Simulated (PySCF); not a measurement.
## Energy of W²⁺ (tungsten, charge +2) between two integer charges

The 5d alpha orbital of [Xe] 4f14 5d4 is emptied in steps (occupation f), with all orbitals relaxed, ending at [Xe] 4f14 5d3. Computed with PySCF 2.14 in aug-cc-pVDZ-PP with ECP60MDF (5s5p4d2f, 54 functions), with scalar relativity through the core potential. The exact energy is a straight line in f; departures are measured from the line between the end points of the same method.

Task: Among UHF, LDA, PBE, which shows the largest delocalisation error (convex curve), and which is closest to linear?

Result: Most convex: LDA (-1.379 eV at f = 0.5); closest to linear: UHF (0.184 eV).

| f | UHF (eV) | LDA (eV) | PBE (eV) |
| --- | --- | --- | --- |
| 1 | 0.000 | 0.000 | 0.000 |
| 0.9 | 0.069 | -0.488 | -0.482 |
| 0.7 | 0.158 | -1.150 | -1.132 |
| 0.5 | 0.184 | -1.379 | -1.353 |
| 0.3 | 0.151 | -1.165 | -1.140 |
| 0.1 | 0.064 | -0.501 | -0.490 |
| 0 | 0.000 | 0.000 | 0.000 |

```
method  E(f=0) − E(f=1) (eV)  −ε at f=1 (eV)  −ε at f=0.5 (eV)
   UHF                24.783          25.562            24.764
   LDA                26.318          20.926            26.275
   PBE                26.071          20.737            26.046
```

Reference removal energy between the ground levels: 26 ± 0.4 eV (semi-empirical (NIST evaluation); NIST Atomic Spectra Database, ionization energies). The calculation has no spin-orbit coupling. The determinant left behind need not be the lowest term of the ion. UHF lacks correlation.
